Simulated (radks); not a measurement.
Os8+, 68 electrons, occupied as [Xe] 4f14 (the NIST ground configuration).

Calculated with a radial shooting solver on a logarithmic mesh with Libxc functionals: non-relativistic Kohn-Sham, LDA (Slater exchange, Perdew-Wang correlation), spin-polarised, spherical densities, point nucleus; relativity is left out, which matters for an element this heavy.

Energy parts (eV):
total: -442757.88
kinetic: 442608.55
electron-nucleus: -1046458.23
Hartree: 169481.06
exchange-correlation: -8389.27

Orbitals (lengths in bohr, moments of r in powers of bohr; r(max) is where P^2 peaks; r(90%) holds 90 % of the orbital's charge):
orbital  occ.  eigenvalue (eV)  r(90%)   <1/r>   r(max)
1s          2        -67474.81  0.0354   75.41  0.01323
2s          2        -11264.03   0.129   17.71  0.07201
2p          6        -10818.70   0.115   17.75  0.05586
3s          2        -2690.551   0.311   6.830   0.1974
3p          6        -2482.056   0.303   6.785   0.1858
3d         10        -2092.106   0.275   6.714   0.1462
4s          2        -645.1665   0.677   2.963   0.4425
4p          6        -556.9078   0.694   2.874   0.4425
4d         10        -395.1330   0.733   2.684   0.4370
4f         14        -180.9614   0.864   2.305   0.3979
5s          2        -186.7524    1.50   1.250   0.9846
5p          6        -158.1674    1.61   1.160    1.041
5d          0        -111.1618    1.92  0.9682    1.199
6s          0         -83.4343    2.88  0.6348    2.024

The highest occupied level is 5p at -158.17 eV. For comparison, the ionisation energy in NIST's Atomic Spectra Database is 168.7 eV (semi-empirical). In exact Kohn-Sham theory the highest level is minus the ionisation energy, but local and semilocal functionals leave it too shallow, through self-interaction and a potential that decays too fast; potentials with the right tail come closer.
